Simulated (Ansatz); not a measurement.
Basis-set extrapolation for C2HCl2Si (`[C]#C[SiH](Cl)Cl`) radical (PBE0-D4/def2-TZVP geometry, frozen core, the Gaussian-basis code of Ansatz). Multiplicity 2, UHF reference.

|  | def2-TZVPP | def2-QZVPP |
| --- | --- | --- |
| HF | -1284.285968 | -1284.323298 |
| MP2 correlation | -0.716373 | -0.781830 |
| CCSD(T) correlation | -0.824791 | not run |

Energies in hartree. Use E(X) = E(∞) + A·exp(−7.88·√X) for Hartree–Fock and E(X) = E(∞) + B·X^(−2.97) for correlation, with X = 3 and 4, and add CCSD(T) minus MP2 of the smaller set to the MP2 limit.

What is the CCSD(T) energy at the basis-set limit?

HF limit: -1284.323298 + (-0.037330) × 0.13774 = -1284.32844. MP2 limit: -0.781830 + (-0.065457) × 0.74074 = -0.83032. Higher-order term: -0.824791 − (-0.716373) = -0.10842. Total: -1285.26718 hartree, 4.26 eV below CCSD(T)/def2-TZVPP.

The UHF reference is spin-contaminated (⟨S²⟩ = 1.18, T1 = 0.041).
